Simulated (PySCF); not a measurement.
## Correlation energy of Er⁵⁷⁺ (erbium, charge +57)

[Ne] 3s1, 2S determinant. All numbers are calculated (PySCF 2.14, the spin-free X2C one-electron Hamiltonian (Gaussian nucleus), in an even-tempered Gaussian basis (17 s from 15 bohr⁻², ratio 2.5; 12 p from 19 bohr⁻², ratio 2.5; 4 d from 69 bohr⁻², ratio 2.7; 4 f from 100 bohr⁻², ratio 2.7)). Frozen: 1s2; 9 electrons correlated; the 20 highest virtual orbitals of each spin left out.

| level | correlation energy (mhartree) |
| --- | --- |
| CCSD | -349.95 |
| (T) | -0.06 |
| CCSD(T) | -350.01 |

Diagnostics: T1 = 4.4e-05, D1 = 0.0002, largest double amplitude 0.002.

Cost of the coupled-cluster step: roughly 30 core-seconds, for 9 correlated electrons.

At this charge the one-electron X2C treatment keeps the bare 1/r₁₂, with no two-electron picture change or Breit term. The effect here is smaller than on the frozen 1s shell; and a scalar Hamiltonian misses the large spin-orbit splitting of the p shells, which matters for ns² → np² pairs.
